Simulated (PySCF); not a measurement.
A structure optimised at PBE0-D3(BJ)/def2-SVP, used in a PySCF frequency run:

```
N
H 1 1.0181
Si 1 1.7396 2 114.33
N 3 1.7238 1 109.35 2 49.19
H 4 1.0128 3 120.20 1 -146.99
H 4 1.0134 5 111.69 3 152.21
Si 1 1.7434 2 115.65 3 -178.39
H 7 1.4941 1 107.82 2 -169.23
H 3 1.4966 4 103.98 5 -24.46
H 3 1.4974 9 108.61 4 -125.34
H 7 1.5008 8 107.63 1 122.77
Si 7 2.3484 8 110.17 11 118.26
H 12 1.4969 7 112.01 8 -66.64
H 12 1.4971 13 108.63 7 -122.01
H 12 1.4985 13 108.20 14 -116.80
```

Question: Write its SMILES and formula.

Answer: N[SiH2]N[SiH2][SiH3], H10N2Si3

Question: What are its rotational constants (standard atomic weights)?

Answer: 5.0662, 0.92521, 0.82140 GHz
